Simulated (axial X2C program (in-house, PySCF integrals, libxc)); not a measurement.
## What spin–orbit coupling does to GaC⁻

All values were computed with an in-house all-electron X2C program for linear molecules (integrals from PySCF). Spin-free means the one-electron spin-free X2C Hamiltonian; two-component (2c) means X2C with spin–orbit coupling and atomic mean-field two-electron Coulomb and Gaunt terms, so the difference of the two also holds small scalar two-electron terms. Basis: Ga dyall-acv3z [10s10p8d5f1g], C dyall-av3z [8s7p3d2f] (cores contracted in-house); Gaussian nuclei, density fitting, unrestricted open shells. Masses: Ga 68.926 u, C 12.000 u.

Spin-free state: M_S = 1, Λ = 1 (beyond evenly filled blocks: σα, π+α, π+β, π-α); fragments Ga + C-.

| level | Re (Å) | ωe (cm⁻¹) | De (eV) | μ (D) |
| --- | --- | --- | --- | --- |
| PBE0 | 1.893 | 614.1 | 2.734 | -3.50 |
| HF | 2.045 | 456.8 | 1.762 | -1.61 |
| CCSD | 1.928 | 588.2 | 2.526 | n/a |
| CCSD(T) | 1.920 | 612.1 | 2.690 | n/a |
| PW91 | 1.896 | 616.0 | 2.964 | -3.54 |

Correlated methods: 8 electrons correlated (number of frozen shells: Ga 3 s, 2 p, 1 d; C 1 s), 294 virtual spin orbitals or spinors in MP2, 90 natural virtuals in coupled cluster.

Dipoles are positive if C is the positive end and refer to the centre of mass.

Two-component determinant lowest at the distance of the search:

Ω = 2 (⟨Sz⟩ = 1.00, ⟨Lz⟩ = 1.00 at HF); fragments Ga + C-.

| level | Re (Å) | ωe (cm⁻¹) | De (eV) | μ (D) |
| --- | --- | --- | --- | --- |
| PBE0 | 1.893 | 612.5 | n/a | -3.48 |
| HF | 2.045 | 454.7 | n/a | -1.64 |
| CCSD | 1.928 | 587.1 | 2.491 | n/a |
| CCSD(T) | 1.921 | 610.9 | 2.654 | n/a |
| PW91 | 1.896 | 615.3 | n/a | -3.53 |

Q: From the two tables, how do the constants change at the CCSD(T) level (2c against spin-free)?

A: At the CCSD(T) level Re is unchanged within 0.001 Å and ωe decreases by 1.2 cm⁻¹; De changes by -0.036 eV.

One determinant describes the state; a PBE0 search over occupations chose it and may have missed a lower one. Dissociation energies refer to the lowest single-determinant-based atoms at the same level and basis. De is not given where an atomic determinant may have missed its ground term or J level, or where the truncated virtual space spoils (T). Density functionals use the spin component along the axis (collinear). Coupled cluster ran in a truncated set of natural virtual spinors; the MP2 energy of the rest was added. (T) has no such correction and the atoms are truncated less, which lowers De at CCSD(T) by a hundredth of an eV or more. PBE0 can misorder states that lie within some tenths of an eV, so this need not be the ground state of the molecule. The nearest other spin-free determinant of the search, M_S = 1, Λ = 0, lies 0.03 eV up at the distance of the search. The functionals have no current-density term, which raises determinants with orbital currents, atoms included. With several unpaired electrons one determinant need not be a pure state. A state of lower Ω lies just above, and one determinant can place such states too high, so the state shown need not be the lowest. The search has Ω = 1 only 0.05 eV up. Open-shell Ω = 0 determinants with evenly filled partner blocks cannot be reached by this program, so the Ω shown need not be the lowest component. The highest occupied level of some functionals is positive through self-interaction error; at Hartree–Fock it is bound. The determinant is spin-polarised beyond a pure state at some levels (its spin-free form has ⟨S²⟩ too high), which makes Re and μ there less reliable. The T1 diagnostic is large, a sign of multireference character. With the outer-core shells frozen, correlated bond lengths of heavy atoms tend to come out a few hundredths of an ångström too long. Hartree–Fock gets electron affinities wrong, so its lowest charge split need not be the true one.
